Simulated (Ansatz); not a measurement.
Program: Ansatz. Geometries: PBE0-D4/def2-TZVP. ΔE: electronic, gas phase. CCSD(T)/CBS adds triple-zeta CCSD(T) − MP2 to the extrapolated MP2 energy (def2 sets, frozen cores). DFT in def2-TZVPP. B3LYP here is the variant with VWN-RPA as its local correlation; programs differ in this. For Ga outer-core shells are correlated without core-valence functions, which leaves a few kJ/mol of doubt a bond. Scalar relativity is left out up to krypton. Each species was taken in one conformer, which may not be the lowest.

Consider the substitution at a C–Ga bond: `F[CH2][GaH][SH]` + `CSS` → `CSSCF` + `[SH][GaH2]`.

`F[CH2][GaH][SH]`:

Z-matrix (Å, degrees):
```
C
Ga 1 1.990
F 1 1.391 2 110.8
H 1 1.095 2 111.2 3 -120.2
H 1 1.095 2 111.2 3 120.2
S 2 2.191 1 115.4 3 0.0
H 2 1.560 1 125.8 3 -179.9
H 6 1.345 2 92.6 1 -0.0
```

`CSS`:

```xyz
7

C    -0.405   -0.695   -0.543
S    -0.220    1.098   -0.489
S     1.342    1.358    0.793
H    -0.728   -1.085    0.422
H     0.525   -1.170   -0.852
H    -1.178   -0.895   -1.289
H     0.664    1.388    1.958
```

`CSSCF`:

Z-matrix (Å, degrees):
```
C
S 1 1.805
H 1 1.093 2 105.8
H 1 1.088 2 110.9 3 118.8
H 1 1.089 2 110.5 3 -118.2
S 2 2.032 1 103.0 3 176.0
C 6 1.790 2 102.9 1 85.4
F 7 1.376 6 112.9 2 -77.0
H 7 1.094 6 106.4 2 164.1
H 7 1.091 6 109.8 2 43.9
```

`[SH][GaH2]`:

Z-matrix (Å, degrees):
```
Ga
S 1 2.199
H 1 1.559 2 115.2
H 1 1.560 2 118.1 3 -180.0
H 2 1.343 1 95.0 3 180.0
```

```csv
level,ΔE (kJ/mol),difference from CCSD(T)/CBS
PBE-D4,-2.3,-6.1
r2SCAN-D4,-2.2,-6.0
PBE0-D4,-1.6,-5.4
B3LYP-D4,0.6,-3.2
ωB97X-V,-1.1,-4.9
ωB97M-V,-0.1,-3.9
B2PLYP,1.7,-2.1
PBE,-0.8,-4.6
r2SCAN,-1.8,-5.6
PBE0,-0.3,-4.1
B3LYP,2.9,-0.9
HF/def2-TZVPP,-0.2,-4.0
MP2/def2-TZVPP,1.4,-2.4
SCS-MP2/def2-TZVPP,1.9,-1.9
CCSD/def2-TZVPP,5.1,1.3
CCSD(T)/def2-TZVPP,3.3,-0.5
HF/def2-QZVPP,-0.9,-4.7
MP2/def2-QZVPP,1.5,-2.3
SCS-MP2/def2-QZVPP,1.8,-2.0
HF/CBS(def2),-1.0,-4.8
MP2/CBS(def2),2.0,-1.8
CCSD/CBS(def2),5.7,1.9
CCSD(T)/CBS,3.8,0
```

Largest T1 diagnostic among the species: 0.013.
